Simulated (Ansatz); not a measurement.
Start from `CC[Si]OC` and change one atom or group to get `CC[Si]F`.

Ansatz, PBE0-D4/def2-TZVP geometries, multiplicity 1. Each molecule was computed in one conformer, which needn't be the lowest.

| property | `CC[Si]OC` |
| --- | --- |
| ideal-gas entropy at 298 K and 1 bar (rigid rotor, harmonic PBE0-D4/def2-TZVP) / J/(mol·K) | 356 |
| HOMO energy (PBE0/def2-TZVPP) / eV | -6.00 |
| HOMO–LUMO gap (B3LYP/def2-TZVPP) / eV | 4.12 |
| LUMO energy (ωB97M-V/def2-TZVPP) / eV | 0.42 |
| HOMO–LUMO gap (PBE0/def2-TZVPP) / eV | 4.48 |
| HOMO–LUMO gap (PBE/def2-TZVPP) / eV | 2.59 |

What does the change do to each property? (Best estimate.)

Ansatz gave: 
```tsv
property	`CC[Si]F`	shift
ideal-gas entropy at 298 K and 1 bar (rigid rotor, harmonic PBE0-D4/def2-TZVP) / J/(mol·K)	323	-33
HOMO energy (PBE0/def2-TZVPP) / eV	-6.46	-0.46
HOMO–LUMO gap (B3LYP/def2-TZVPP) / eV	4.07	-0.05
LUMO energy (ωB97M-V/def2-TZVPP) / eV	-0.01	-0.43
HOMO–LUMO gap (PBE0/def2-TZVPP) / eV	4.44	-0.04
HOMO–LUMO gap (PBE/def2-TZVPP) / eV	2.48	-0.11
```

The zero-point energy changes by -106.9 kJ/mol with -12 modes. Modes under 60 cm⁻¹, often nearly free rotors, make the harmonic entropy too high.

B3LYP here is the variant with VWN-RPA as its local correlation; programs differ in this.
